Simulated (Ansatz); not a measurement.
C4H8BN, SMILES `BCC=C=NC`. Charge 0, multiplicity 1.

Cartesian coordinates in Å:
```
B -1.415 -2.582 0.386
C -1.100 -1.137 -0.079
C -0.120 -0.335 0.724
C 0.799 0.435 0.199
N 1.710 1.067 -0.299
C 1.610 2.477 -0.616
H -2.019 -3.315 -0.344
H -1.147 -2.954 1.492
H -0.888 -1.081 -1.150
H -2.118 -0.694 0.002
H -0.141 -0.413 1.807
H 0.636 2.907 -0.361
H 2.394 3.013 -0.077
H 1.799 2.611 -1.683
```

Question: Give the diagnostics of a CCSD(T)/def2-TZVPP run (frozen core, Ansatz). (An estimate is asked.)

Answer: The calculation gave: T1 = 0.0127, largest single amplitude 0.016, largest double 0.028, (T) share of the correlation energy 4.3 %, 10 CCSD cycles. The RHF solution is stable towards an unrestricted one. T1 lies under the customary mark of 0.02 for closed shells.
